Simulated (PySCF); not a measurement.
BBr2, charge -1, multiplicity 1. Atoms are numbered in the order given.

```xyz
3

B      0.0000     0.0000    -1.2262
Br     0.0000     1.6762     0.0876
Br     0.0000    -1.6762     0.0876
```
Charge -1, spin multiplicity 1.

Coordinates come from a B3LYP-D3(BJ)/def2-SVPD optimisation.

Level of theory: HF/pcSseg-2 run with PySCF.

GIAO shieldings, no solvent; atoms alike by connectivity are averaged. δ = σ(ref) − σ: ¹¹B against BF3 (σ = 104.0 ppm), references at their B3LYP-D3(BJ)/def2-TZVP geometries, non-relativistic (without spin–orbit terms, shifts of atoms bonded to Cl or Br come out too high).

Computed chemical shifts:
```
nucleus  atoms  count  δ (ppm)
-------  -----  -----  -------
¹¹B         B1      1    140.2
```
